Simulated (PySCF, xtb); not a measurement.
CH6O2Si, SMILES [SiH](O)(O)C. The values are those of a single conformer.

Harmonic wavenumbers (cm⁻¹) from xtb with GFN2-xTB at its own minimum, in rising order: 96, 158, 216, 260, 297, 305, 678, 693, 736, 786, 817, 822, 833, 898, 943, 1384, 1489, 1497, 2235, 3035, 3039, 3067, 3677, 3712.

### Question
What does PySCF with PBE0-D3(BJ)/def2-SVP give at its own minimum? (Estimate from the structure and the level; the computed values follow.)

### Answer
73, 124, 242, 265, 272, 357, 651, 711, 727, 803, 821, 849, 876, 951, 972, 1272, 1424, 1426, 2198, 3066, 3173, 3179, 3946, 3949. Paired by order, the mean absolute difference is 61 cm⁻¹ and the zero-point energies are 45.3 and 46.2 kcal/mol.
